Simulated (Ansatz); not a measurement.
Task: Predict a relaxed structure of [VS4]3- (VS₄³⁻), charge -3, singlet, at r2SCAN-D4/def2-SVPD (Ansatz).

Result: 
```csv
atom,x (Å),y (Å),z (Å)
V1,0.000,0.000,0.000
S2,-1.764,1.244,0.419
S3,1.710,1.293,-0.492
S4,-0.428,-1.328,-1.700
S5,0.481,-1.208,1.773
```
Point group Td (tolerance 0.1 Å). The metal has 4 neighbours: S 2.20 Å, S 2.20 Å, S 2.20 Å, S 2.20 Å. This is one stationary point.

A multiply charged anion in the gas phase is held together partly by the finite basis. The restricted singlet is unstable towards broken spin symmetry in Hartree–Fock (as tested in another run); at r2SCAN-D4/def2-SVPD this wasn't settled. The highest occupied level of the charge -3 singlet lies above zero (up to 6.90 eV). The electron is either unbound and held by the finite basis, or the level is raised by self-interaction error.
